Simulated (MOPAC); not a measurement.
MOPAC input (PM3):

```
PM3 PRECISE GNORM=0.05 LET XYZ CHARGE=1 GEO-OK AUX(PRECISION=9) THREADS=1
F3S

F     1.35220300 1    0.02690000 1   -0.15770600 1
S    -0.03514700 1   -0.03522300 1    0.44455900 1
F    -0.65725700 1    1.17090400 1   -0.22593200 1
F    -0.63246200 1   -1.13518400 1   -0.40668900 1
```

Output:

```
 *******************************************************************************
 **                                                                           **
 **                              MOPAC v23.2.5                                **
 **                                                                           **
 *******************************************************************************
 ** MOPAC's Digital Object Identifier: https://doi.org/10.5281/zenodo.6511958 **
 **                                                                           **
 ** Please cite the open-source release paper for use of this MOPAC version:  **
 ** J. E. Moussa and J. J. P. Stewart (2026)                                  **
 ** MOPAC: An open-source semiempirical molecular orbital program             **
 ** J. Open Source Softw., 11(119), 8025, https://doi.org/10.21105/joss.08025 **
 *******************************************************************************

                              PM3 CALCULATION RESULTS

 *******************************************************************************
 *  PM3        - The PM3 Hamiltonian to be used
 *  GEO-OK     - OVERRIDE INTERATOMIC DISTANCE AND OTHER SAFETY CHECKS
 *
 *
 *
 *                 CHARGE ON SYSTEM = +1
 *
 *
 *
 *  LET        - OVERRIDE SOME SAFETY CHECKS
 *  PRECISE    - TIGHTER CRITERIA TO BE USED
 *  XYZ        - CARTESIAN COORDINATE SYSTEM TO BE USED
 *  GNORM      - EXIT WHEN GRADIENT NORM DROPS BELOW 0.050
 *  AUX        - OUTPUT AUXILIARY INFORMATION
 *******************************************************************************
PM3 PRECISE GNORM=0.05 LET XYZ CHARGE=1 GEO-OK AUX(PRECISION=9) THREADS=1
 F3S

   ATOM   CHEMICAL          X               Y               Z
  NUMBER   SYMBOL      (ANGSTROMS)     (ANGSTROMS)     (ANGSTROMS)

     1       F          1.35220300  *   0.02690000  *  -0.15770600  *
     2       S         -0.03514700  *  -0.03522300  *   0.44455900  *
     3       F         -0.65725700  *   1.17090400  *  -0.22593200  *
     4       F         -0.63246200  *  -1.13518400  *  -0.40668900  *

          CARTESIAN COORDINATES

    NO.       ATOM           X           Y           Z

     1         F          1.3522      0.0269     -0.1577
     2         S         -0.0351     -0.0352      0.4446
     3         F         -0.6573      1.1709     -0.2259
     4         F         -0.6325     -1.1352     -0.4067

  F: (PM3): J. J. P. STEWART, J. COMP. CHEM. 10, 209 (1989).
  S: (PM3): J. J. P. STEWART, J. COMP. CHEM. 10, 209 (1989).

           Empirical Formula: F3 S  =     4 atoms

      MOLECULAR POINT GROUP   :   C3v

      RHF CALCULATION, NO. OF DOUBLY OCCUPIED LEVELS = 13

          Geometry optimization using EF

          DIAGONAL MATRIX USED AS START HESSIAN

 CYCLE:     1  GRAD.:    16.561 HEAT:  58.96090
 CYCLE:     2  GRAD.:    10.726 HEAT:  58.52560
 CYCLE:     3  GRAD.:    22.962 HEAT:  58.69407
 CYCLE:     4  GRAD.:     3.815 HEAT:  58.45784
 CYCLE:     5  GRAD.:     1.662 HEAT:  58.43624
 CYCLE:     6  GRAD.:     0.132 HEAT:  58.43327
 CYCLE:     7  GRAD.:     0.024 HEAT:  58.43326

     GRADIENT =  0.02408 IS LESS THAN CUTOFF =  0.05000

 -------------------------------------------------------------------------------
 PM3 PRECISE GNORM=0.05 LET XYZ CHARGE=1 GEO-OK AUX(PRECISION=9) THREADS=1
 F3S

     GEOMETRY OPTIMISED USING EIGENVECTOR FOLLOWING (EF).
     SCF FIELD WAS ACHIEVED

                              PM3 CALCULATION
                                                       MOPAC v23.2.5 Linux

          FINAL HEAT OF FORMATION =         58.43326 KCAL/MOL =     244.48478 KJ/MOL

          COSMO AREA              =         84.48 SQUARE ANGSTROMS
          COSMO VOLUME            =         67.67 CUBIC ANGSTROMS

          GRADIENT NORM           =          0.02408          =       0.01204 PER ATOM
          IONIZATION POTENTIAL    =         18.451927 EV
          HOMO LUMO ENERGIES (EV) =        -18.452 -7.397
          NO. OF FILLED LEVELS    =         13
          MOLECULAR WEIGHT        =         89.0552         POINT GROUP:  C3v

          MOLECULAR DIMENSIONS (Angstroms)

            Atom       Atom       Distance
            F     3    F     1     2.25793
            F     4    F     3     1.95541
            F     4    S     2     0.74601

          SCF CALCULATIONS        =          8

   ATOM   CHEMICAL          X               Y               Z
  NUMBER   SYMBOL      (ANGSTROMS)     (ANGSTROMS)     (ANGSTROMS)

     1       F          1.32114416  *   0.02755663  *  -0.17032807  *
     2       S         -0.03700145  *  -0.03707664  *   0.46784945  *
     3       F         -0.64022802  *   1.14417793  *  -0.23691568  *
     4       F         -0.61602313  *  -1.10670661  *  -0.41333853  *

                             CARTESIAN COORDINATES

   1    F        1.321144161     0.027556627    -0.170328069
   2    S       -0.037001450    -0.037076636     0.467849449
   3    F       -0.640228018     1.144177930    -0.236915681
   4    F       -0.616023134    -1.106706606    -0.413338526

           Empirical Formula: F3 S  =     4 atoms

      MOLECULAR POINT GROUP   :   C3v

                  EIGENVALUES
 -40.16556 -32.80887 -32.80851 -26.67471 -25.88508 -25.56411 -25.56408 -24.56311
 -24.56299 -24.05435 -23.77174 -23.77162 -18.45193  -7.39700  -7.16987  -7.16976

              NET ATOMIC CHARGES AND DIPOLE CONTRIBUTIONS

  ATOM NO.   TYPE          CHARGE      No. of ELECS.   s-Pop       p-Pop
    1          F          -0.159976        7.1600     1.64089     5.51909
    2          S           1.479907        4.5201     1.79990     2.72020
    3          F          -0.159969        7.1600     1.64087     5.51910
    4          F          -0.159963        7.1600     1.64085     5.51912
 DIPOLE           X         Y         Z       TOTAL
 POINT-CHG.    -0.315    -0.316     3.988     4.013
 HYBRID         0.117     0.117    -1.481     1.490
 SUM           -0.198    -0.199     2.507     2.523

          ATOMIC ORBITAL ELECTRON POPULATIONS

     Atom    s        px        py        pz
    1  F   1.64089   1.67502   1.94356   1.90051
    2  S   1.79990   0.78874   0.78874   1.14271
    3  F   1.64087   1.89116   1.74055   1.88739
    4  F   1.64085   1.89533   1.77742   1.84637

 **********************
 *                    *
 * JOB ENDED NORMALLY *
 *                    *
 **********************

 == MOPAC DONE ==
```

The dipole moment of an ion depends on the origin.

The geometry given is a B3LYP-D3(BJ)/def2-TZVP minimum.
